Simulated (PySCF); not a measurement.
CH5GaN, SMILES [CH3][Ga][NH2], multiplicity 2.

The structure is a stationary point at PBE0-D3(BJ)/def2-SVP. The multiplicity is an assumed one; other spin states were not compared. The isomer is the one that the SMILES or the coordinates give; other isomers of the formula were not compared. Other conformers were not sampled.

Calculation: PySCF with IEF-PCM-PBE0/def2-SVP.

The values are the electrostatic part of the solvation free energy, E(continuum) − E(gas) at the gas-phase geometry, in a cavity of scaled van der Waals radii (PySCF's table); cavitation and dispersion terms are not included. A continuum can't describe solvent molecules that bind to the metal. The dipole moment in vacuum is 0.99 D.

Computed values in water (ε = 78.36), chloroform (ε = 4.71), tetrahydrofuran (ε = 7.43):
```tsv
solvent	ε	ΔG(elec) (kcal/mol)	dipole (D)
water	78.36	-2.5	1.20
chloroform	4.71	-1.8	1.13
tetrahydrofuran	7.43	-2.0	1.15
```
